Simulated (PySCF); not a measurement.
PySCF job for C2H5ClOSi2, SMILES O[Si@H]1C(=C[SiH2]1)Cl, PBE-D3(BJ)/def2-SVP. Coordinates come from a PBE-D3(BJ)/def2-SVP optimisation. The structure was generated by enumeration; whether it is a known compound was not checked. The values are those of a single conformer.

```python
import numpy as np
from pyscf import gto, scf, dft, df
from pyscf.hessian import thermo

mol = gto.M(
    atom='''
    O    -1.48287691   -1.15662190    1.62860926
    Si   -0.42600780   -1.07919969    0.32376558
    Si    1.90058898   -0.72160867    0.49114774
    C     1.26735851    0.76736394   -0.50104565
    C    -0.08970404    0.60410934   -0.50536116
    Cl   -1.22225449    1.72077199   -1.22214109
    H    -1.25479227   -0.58089610    2.37973322
    H    -0.96506025   -2.10169482   -0.62981695
    H     2.90320395   -1.59737558   -0.21479407
    H     2.46484509   -0.34716201    1.83836913
    H     1.78308145    1.60945714   -0.99631249
    ''',
    basis='def2-SVP',
    charge=0,
    spin=0,
    max_memory=1600,
    verbose=3,
)
mf = dft.RKS(mol, xc='pbe').density_fit(auxbasis='def2-universal-jkfit')
mf.disp = 'd3bj'
mf.grids.level = 3
mf.conv_tol = 1e-11
mf.max_cycle = 100
mf.kernel()

# [left out here: the lines that compute and print the analytic Hessian (its translational invariance restored by hand, since the grid's response is missing), thermochemistry and intensities]
```

Output:

```
[...]
Mode                                 6                   7                   8
Irrep
Freq [cm^-1]                      407.7345            424.0106            468.2558
Reduced mass [au]                   3.1304              5.7392              1.5867
Force const [Dyne/A]                0.3066              0.6079              0.2050
Char temp [K]                     586.6391            610.0569            673.7159
Normal mode                   x     y     z       x     y     z       x     y     z
       0   O                 0.01 -0.00 -0.02   -0.03 -0.05  0.05    0.03  0.00 -0.01
       1  Si                 0.07  0.00  0.04   -0.05  0.03  0.01   -0.04  0.02 -0.05
       2  Si                -0.11  0.01 -0.00    0.06 -0.01  0.01    0.01  0.03  0.05
       3   C                 0.03  0.05 -0.01    0.06  0.03  0.02   -0.04 -0.04 -0.01
       4   C                 0.04 -0.02 -0.09    0.06 -0.06 -0.18   -0.04 -0.02  0.00
       5  Cl                 0.00 -0.00  0.01   -0.03  0.02  0.01    0.03 -0.02  0.02
       6   H                 0.01 -0.11  0.06   -0.11 -0.03  0.05    0.08  0.05 -0.06
       7   H                 0.21 -0.12  0.09   -0.08 -0.06  0.12    0.03 -0.03 -0.03
       8   H                -0.35 -0.22 -0.06    0.05 -0.00 -0.01   -0.36 -0.15 -0.26
       9   H                 0.07 -0.08 -0.06    0.11  0.02 -0.02    0.57  0.08 -0.20
      10   H                 0.05  0.09  0.07    0.07  0.12  0.20   -0.07 -0.04 -0.04
Mode                                 9                  10                  11
Irrep
Freq [cm^-1]                      516.0108            610.1239            637.7430
Reduced mass [au]                   5.0340              1.1205              1.1785
Force const [Dyne/A]                0.7897              0.2458              0.2824
Char temp [K]                     742.4246            877.8324            917.5702
Normal mode                   x     y     z       x     y     z       x     y     z
       0   O                 0.02 -0.01 -0.03    0.00 -0.00 -0.00   -0.00  0.00  0.00
       1  Si                 0.03  0.10  0.00   -0.01  0.00 -0.01   -0.03  0.00 -0.01
       2  Si                -0.01 -0.02 -0.02    0.01 -0.03 -0.03   -0.04 -0.02 -0.00
       3   C                -0.11 -0.03  0.04   -0.01  0.03  0.03    0.05 -0.03  0.01
       4   C                -0.09 -0.06 -0.06   -0.00  0.02  0.04    0.04  0.04  0.03
       5  Cl                 0.05 -0.03  0.02    0.00 -0.00 -0.01   -0.01  0.00 -0.00
       6   H                -0.08 -0.06  0.04    0.04 -0.00 -0.01    0.10 -0.06  0.02
       7   H                 0.12 -0.01  0.06    0.09 -0.11  0.05    0.39 -0.41  0.20
       8   H                 0.18  0.16  0.02   -0.01 -0.40  0.42    0.25  0.49 -0.22
       9   H                -0.16  0.06  0.02    0.03  0.65 -0.23    0.14  0.24 -0.14
      10   H                -0.16  0.03  0.08   -0.04  0.14  0.18    0.11 -0.08 -0.01
Mode                                12                  13                  14
Irrep
Freq [cm^-1]                      692.0538            747.5736            762.0907
Reduced mass [au]                   1.3981              2.0139              1.4015
Force const [Dyne/A]                0.3945              0.6631              0.4796
Char temp [K]                     995.7114           1075.5920           1096.4788
Normal mode                   x     y     z       x     y     z       x     y     z
       0   O                 0.02  0.01 -0.03    0.03  0.01 -0.03    0.06  0.01 -0.05
       1  Si                 0.03 -0.01  0.03    0.00 -0.02  0.01   -0.02  0.01 -0.01
       2  Si                -0.04  0.01 -0.01   -0.01 -0.06  0.04    0.01  0.04 -0.02
       3   C                 0.02 -0.09  0.06   -0.03  0.12 -0.11    0.02 -0.08  0.01
       4   C                 0.02 -0.03 -0.02   -0.00  0.01  0.01    0.00  0.01  0.05
       5  Cl                -0.01  0.01 -0.01    0.01 -0.00  0.00   -0.01  0.00 -0.00
       6   H                -0.14 -0.01  0.03   -0.26 -0.13  0.15   -0.37 -0.20  0.22
       7   H                -0.38  0.40 -0.18   -0.33  0.03  0.14   -0.25 -0.31  0.46
       8   H                 0.07  0.23 -0.12    0.14  0.19 -0.06   -0.11 -0.13  0.03
       9   H                 0.16  0.36 -0.19    0.20  0.10 -0.08   -0.10 -0.13  0.07
      10   H                 0.18 -0.12  0.18   -0.21  0.25 -0.08    0.07 -0.03  0.17
Mode                                15                  16                  17
Irrep
Freq [cm^-1]                      823.2705            854.1550            887.2016
Reduced mass [au]                   2.8394              1.4169              1.3610
Force const [Dyne/A]                1.1338              0.6091              0.6312
Char temp [K]                    1184.5029           1228.9389           1276.4856
Normal mode                   x     y     z       x     y     z       x     y     z
       0   O                 0.09  0.02 -0.08    0.02  0.00 -0.01   -0.00  0.04  0.08
       1  Si                -0.06 -0.00  0.04   -0.02  0.01  0.02    0.01 -0.03 -0.05
       2  Si                 0.00  0.00 -0.01   -0.00  0.01  0.00    0.00  0.00  0.00
       3   C                 0.02  0.04  0.05    0.02 -0.06 -0.10   -0.02 -0.00  0.00
       4   C                 0.04 -0.12  0.02    0.02 -0.05  0.07   -0.02  0.05 -0.03
       5  Cl                -0.01  0.02 -0.01   -0.01  0.01 -0.01    0.01 -0.01  0.01
       6   H                -0.15 -0.08  0.06    0.02  0.01 -0.03   -0.54 -0.17  0.39
       7   H                 0.26  0.07 -0.20    0.25  0.10 -0.23    0.34  0.07 -0.34
       8   H                 0.02 -0.04  0.07   -0.01  0.05 -0.06   -0.01 -0.03  0.01
       9   H                 0.01 -0.01 -0.00   -0.02 -0.10  0.04    0.01  0.00 -0.00
      10   H                -0.12 -0.11 -0.36   -0.14  0.43  0.57    0.09 -0.05  0.03
Mode                                18                  19                  20
Irrep
Freq [cm^-1]                      900.9552            924.4257           1127.7745
Reduced mass [au]                   1.8123              1.7062              1.5977
Force const [Dyne/A]                0.8667              0.8590              1.1973
Char temp [K]                    1296.2739           1330.0428           1622.6163
Normal mode                   x     y     z       x     y     z       x     y     z
       0   O                 0.04  0.00 -0.06   -0.04 -0.00  0.05   -0.00 -0.00  0.01
       1  Si                -0.04 -0.02  0.05    0.04  0.03 -0.05    0.00  0.02 -0.01
       2  Si                -0.01  0.01 -0.01   -0.03  0.02 -0.01    0.01 -0.01  0.00
       3   C                -0.03 -0.01 -0.01    0.02 -0.02  0.02   -0.04  0.10 -0.06
       4   C                -0.05  0.11 -0.06    0.03 -0.10  0.06   -0.03 -0.11  0.06
       5  Cl                 0.01 -0.02  0.01   -0.01  0.02 -0.01    0.00  0.01 -0.00
       6   H                 0.06  0.02 -0.08   -0.04 -0.00  0.05    0.00  0.00  0.00
       7   H                 0.06  0.03 -0.07   -0.06 -0.02  0.07    0.01 -0.02  0.03
       8   H                 0.27 -0.01  0.38    0.28  0.01  0.41    0.01 -0.01 -0.00
       9   H                 0.35 -0.30 -0.06    0.41 -0.28 -0.11    0.00 -0.00  0.01
      10   H                 0.22 -0.06  0.15   -0.17  0.04 -0.07    0.71 -0.22  0.19
Mode                                21                  22                  23
Irrep
Freq [cm^-1]                     1498.8191           2140.0667           2150.2263
Reduced mass [au]                   9.6845              1.0327              1.0495
Force const [Dyne/A]               12.8182              2.7865              2.8589
Char temp [K]                    2156.4670           3079.0796           3093.6969
Normal mode                   x     y     z       x     y     z       x     y     z
       0   O                -0.00 -0.00  0.00   -0.00 -0.00  0.00   -0.00 -0.00 -0.00
       1  Si                -0.00 -0.00 -0.00    0.00 -0.00 -0.00   -0.00 -0.00 -0.00
       2  Si                 0.00  0.00 -0.00   -0.02  0.00 -0.02   -0.02  0.02  0.03
       3   C                -0.20 -0.01 -0.00   -0.00 -0.00  0.00   -0.00 -0.00  0.00
       4   C                 0.21  0.02  0.00    0.00  0.00 -0.00   -0.00  0.00  0.00
       5  Cl                -0.00  0.00 -0.00   -0.00  0.00 -0.00   -0.00  0.00 -0.00
       6   H                 0.00  0.00 -0.00   -0.00  0.00  0.00    0.00 -0.00 -0.00
       7   H                 0.00 -0.01  0.02    0.01  0.02  0.01    0.02  0.05  0.05
       8   H                -0.00 -0.02  0.02    0.26 -0.25 -0.21    0.59 -0.51 -0.41
       9   H                -0.00 -0.03  0.01    0.32  0.22  0.80   -0.16 -0.10 -0.36
      10   H                -0.02 -0.12  0.06   -0.01 -0.00  0.00   -0.00  0.00  0.00
Mode                                24                  25                  26
Irrep
Freq [cm^-1]                     2191.8121           3089.2345           3757.5115
Reduced mass [au]                   1.0422              1.0928              1.0667
Force const [Dyne/A]                2.9499              6.1448              8.8737
Char temp [K]                    3153.5296           4444.7207           5406.2225
Normal mode                   x     y     z       x     y     z       x     y     z
       0   O                -0.00 -0.00 -0.00    0.00  0.00 -0.00    0.01  0.03  0.05
       1  Si                -0.01 -0.02 -0.02    0.00 -0.00  0.00    0.00  0.00 -0.00
       2  Si                 0.00 -0.00 -0.00    0.00 -0.00  0.00   -0.00 -0.00 -0.00
       3   C                -0.00 -0.00  0.00    0.04  0.06 -0.04    0.00  0.00 -0.00
       4   C                -0.00  0.00 -0.00   -0.01  0.00 -0.00    0.00 -0.00 -0.00
       5  Cl                 0.00 -0.00  0.00    0.00 -0.00  0.00   -0.00  0.00 -0.00
       6   H                -0.00 -0.00 -0.00   -0.00 -0.00 -0.00   -0.21 -0.56 -0.76
       7   H                 0.35  0.67  0.62    0.00  0.00  0.00   -0.00 -0.00 -0.00
       8   H                -0.05  0.04  0.03   -0.00  0.00 -0.00    0.00  0.00 -0.00
       9   H                 0.00  0.00  0.01   -0.00  0.00 -0.00    0.00  0.00  0.00
      10   H                -0.00  0.00  0.00   -0.45 -0.72  0.43    0.00  0.00  0.00
temperature 298.1500 [K]
pressure 101325.00 [Pa]
Rotational constants [GHz] 2.39508 1.41300 0.94834
Symmetry number 1
Zero-point energy (ZPE) 0.06130 [Eh]   160935.616 [J/mol]
                           tot       elec      trans        rot        vib
Entropy [J/mol/K]       369.979      0.000    170.077    121.314     78.587
Cv [J/mol/K]            123.096      0.000     12.472     12.472     98.153
Cp [J/mol/K]            131.410      0.000     20.786     12.472     98.153
Internal energy [J/mol]                      3718.434   3718.434 174760.192
Internal energy [Eh]   -1192.46525  -1192.53464
Enthalpy [J/mol]                             6197.391   3718.434 174760.192
Enthalpy [Eh]          -1192.46430
Gibbs free energy [J/mol]                  -44511.134 -32451.483 151329.538
Gibbs free energy [Eh] -1192.50632
mode   freq/cm-1   IR/(km/mol)
   1      103.57         0.643
   2      132.73         1.679
   3      169.35         4.327
   4      233.24         6.139
   5      306.14        42.170
   6      350.25        73.336
   7      407.73         9.945
   8      424.01        12.370
   9      468.26        14.233
  10      516.01        22.439
  11      610.12         8.912
  12      637.74        45.224
  13      692.05        31.889
  14      747.57        82.886
  15      762.09        30.706
  16      823.27       154.501
  17      854.16        69.172
  18      887.20        74.291
  19      900.96       185.467
  20      924.43        46.490
  21     1127.77        44.340
  22     1498.82        70.554
  23     2140.07       115.853
  24     2150.23        95.730
  25     2191.81       101.528
  26     3089.23         2.837
  27     3757.51        83.279
max |gradient| / (hartree/bohr): 4.1207822948654725e-05
APT charges: [-0.7814  1.1191  0.6691 -0.4208  0.1712 -0.4108  0.293  -0.2274 -0.2362
 -0.2351  0.0592]
```

Self-consistency was reached.
